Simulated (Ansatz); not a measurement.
Isomers of SiGe₆ (singlet), relaxed with B3LYP-D4/def2-SVP; total energies from Ansatz at r2SCAN0-D4/def2-TZVP.

```tsv
isomer	description	energy (Eh)
A	point group C5v; 10 × Ge–Ge 2.67 to 2.74 Å; 6 × Ge–Si 2.57 to 2.73 Å	-12751.49101
B	point group C2v; 12 × Ge–Ge 2.68 to 2.81 Å; 4 × Ge–Si 2.61 to 2.62 Å	-12751.48159
C	point group not assigned; 8 × Ge–Ge 2.50 to 2.79 Å; 4 × Ge–Si 2.36 to 2.69 Å	-12751.44949
```

The isomers come from a short search, and lower ones may exist.

**Question.** Work out the relative energies (1 Eh = 2625.5 kJ/mol) and the Boltzmann populations at 800 K from electronic energies alone (R = 8.314 J/mol/K).

**Answer.** ΔE: A 0.0, B 24.7, C 109.0 kJ/mol. RT = 6.65 kJ/mol. Factors exp(−ΔE/RT): A 1, B 0.0244, C 7.61e-08; sum 1.024. Populations: A 97.6 %, B 2.4 %, C 0.0 %. Zero-point energy, vibrational entropy and symmetry numbers are left out and can shift these; an error of 4 kJ/mol changes a ratio by a factor of 1.8. Over the other density-functional and correlated levels in def2 sets, the gap between A and B ranges from 15 to 26 kJ/mol.
